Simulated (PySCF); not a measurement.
**Simulated absorption spectrum**

Species: GeH₆S₂Si.
Z-matrix (Å and degrees, PBE0-D3(BJ)/def2-SVP geometry), rows numbered from 1:
```
Si
S   1  2.1565
Ge  2  2.2263  1   98.60
S   3  2.2265  2  110.31  1    45.93
H   1  1.4913  2  105.26  3   159.32
H   1  1.4901  2  112.09  3   -81.95
H   1  1.4928  2  110.40  3    40.68
H   3  1.5362  2  111.47  1   -69.51
H   3  1.5362  2  105.64  1   167.76
H   4  1.3516  3   94.06  2    57.14
```

Method used: TDDFT CAM-B3LYP/def2-SVPD, vertical, gas phase, core orbitals frozen in the response in PySCF 2.14.0, density-fitted response routines. Relativistic effects, spin–orbit coupling among them, are left out although an element past zinc is present.

Each state is given a Gaussian of 0.5 eV full width at half maximum, with ε(max) = 2.175×10⁸ f / Δν̃ (Δν̃ the width in cm⁻¹). The cross-section is σ = 3.8235×10⁻²¹ ε cm², given in Mb (10⁻¹⁸ cm²). The width is an assumption, not a result. The curve ends short of the highest state used, and states not computed would add to its high-energy end.

E (eV), σ (Mb) and a bar:
```
     4.78       0.01 
     4.82       0.02 
     4.87       0.03 
     4.91       0.06 
     4.96       0.12 
     5.01       0.22 #
     5.05       0.34 #
     5.10       0.57 ##
     5.15       0.89 ###
     5.19       1.24 ####
     5.24       1.77 #####
     5.28       2.28 #######
     5.33       2.99 #########
     5.38       3.72 ###########
     5.42       4.29 #############
     5.47       4.92 ###############
     5.52       5.42 ################
     5.56       5.72 #################
     5.61       5.97 ##################
     5.65       6.10 ##################
     5.70       6.26 ###################
     5.75       6.48 ###################
     5.79       6.75 ####################
     5.84       7.25 ######################
     5.89       7.91 ########################
     5.93       8.50 #########################
     5.98       9.22 ###########################
     6.02       9.70 #############################
     6.07      10.07 ##############################
     6.12      10.09 ##############################
     6.16       9.84 #############################
     6.21       9.26 ############################
     6.26       8.46 #########################
     6.30       7.77 #######################
     6.35       6.98 #####################
     6.39       6.48 ###################
     6.44       6.09 ##################
     6.49       5.97 ##################
     6.53       6.05 ##################
     6.58       6.32 ###################
     6.62       6.63 ####################
     6.67       7.09 #####################
     6.72       7.65 #######################
     6.76       8.22 ########################
```

Question: Locate the maxima and give the states behind the curve.

Answer: 203 nm (6.10 eV), ε about 2600, made up of S3 (30%) and S4 (63%) (ε in L mol⁻¹ cm⁻¹; maxima over ε = 5, shares over 10%). At its high-energy end, 6.76 eV, the curve is still rising (ε about 2100, from S5, S6, S7 and S9). The states used: S1 5.53 eV (f 0.020); S2 5.72 eV (f 0.0088); S3 6.06 eV (f 0.015); S4 6.13 eV (f 0.031); S5 6.55 eV (f 0.0071); S6 6.72 eV (f 0.020); S7 6.94 eV (f 0.0072); S8 7.12 eV (f 0.014); S9 7.24 eV (f 0.058); S10 7.36 eV (f 0.128).

Question: What would ε be at 6.10 eV, the highest of these maxima, with half the width (0.25 eV)?

Answer: About 4720 L mol⁻¹ cm⁻¹ against 2650, a factor of about 1.8; a lone state at its own centre would give exactly 2.

Question: Coming from long wavelengths, where does ε first pass 100 L mol⁻¹ cm⁻¹?

Answer: At about 245 nm (5.06 eV), 0.46 eV below S1.

Question: On this curve, what absorbance would a 10⁻⁵ mol/L sample give at 254 nm over a 1 cm path?

Answer: 254 nm is 4.881 eV, where ε is about 11 L mol⁻¹ cm⁻¹, so A = ε c l ≈ 0.00011 (Beer–Lambert, with the gas-phase spectrum and the assumed width).

All these states lie below the vertical ionisation energy of 9.39 eV (ΔSCF).

The run took 81 s of wall time on one thread, x86-64 server (shared host).

One conformer stands for the species.
